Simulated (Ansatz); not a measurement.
`CC[SiH](C)C[SiH](C)C[SiH](C)C` with charge +1. Total charge 1; doublet. Geometry PBE-D4/def2-SVP; atoms count from 1.

```xyz
35

C    -0.7810   -2.5065   -2.5942
C    -0.2495   -1.1530   -3.0888
Si    1.4356   -0.6480   -2.4197
C     2.7945   -1.9215   -2.7680
C     1.4628   -0.5836   -0.4553
Si   -0.0402    0.4908    0.0681
C    -0.0607    2.1997   -0.6883
C     0.3559    0.4814    1.9457
Si   -1.0158    1.5711    2.8278
C    -0.5691    1.3629    4.6557
C    -2.7422    0.9694    2.4170
H    -0.0884   -3.3383   -2.8361
H    -1.7549   -2.7481   -3.0631
H    -0.9385   -2.5153   -1.4952
H    -0.1393   -1.1553   -4.1985
H    -0.9785   -0.3368   -2.8874
H     1.8268    0.7238   -2.8875
H     2.8784   -1.9694   -3.8771
H     2.5261   -2.9243   -2.3832
H     3.7708   -1.6114   -2.3491
H     1.3806   -1.6066   -0.0342
H     2.4319   -0.1418   -0.1458
H    -1.3025   -0.2735   -0.1819
H    -0.1884    2.1446   -1.7886
H     0.8788    2.7485   -0.4763
H    -0.9069    2.7951   -0.2885
H     0.3294   -0.5502    2.3529
H     1.3467    0.9301    2.1642
H    -0.7921    2.9813    2.3643
H     0.4638    1.6975    4.8712
H    -1.2794    2.0144    5.2121
H    -0.7009    0.3169    4.9943
H    -3.0168    1.1450    1.3577
H    -2.8607   -0.1112    2.6356
H    -3.4765    1.5221    3.0404
```

Estimate the Mulliken populations of the heavy atoms from the PBE0/def2-SVP orbitals of Ansatz.


```
atom  charge (e)  spin (α − β)
  C1       -0.08          0.00
  C2       -0.36          0.00
 Si3        0.47          0.07
  C4       -0.33          0.08
  C5       -0.48          0.36
 Si6        0.48          0.06
  C7       -0.35          0.00
  C8       -0.48          0.34
 Si9        0.47          0.07
 C10       -0.34          0.07
 C11       -0.36          0.00
```
Mulliken values depend strongly on the basis.

Where does the spin sit?

Summed by element: C 0.84, Si 0.19, H -0.03, of 1 unpaired in all. Largest on single atoms: C5 0.36, C8 0.34, C4 0.08.

And the Mayer bond orders between heavy atoms (over 0.3)?

C1–C2 1.04 (1.54 Å); C2–Si3 1.01 (1.88 Å); Si3–C4 1.02 (1.89 Å); Si3–C5 0.76 (1.97 Å); C5–Si6 0.87 (1.92 Å); Si6–C7 1.07 (1.87 Å); Si6–C8 0.87 (1.92 Å); C8–Si9 0.76 (1.96 Å); Si9–C10 1.01 (1.89 Å); Si9–C11 1.04 (1.87 Å).
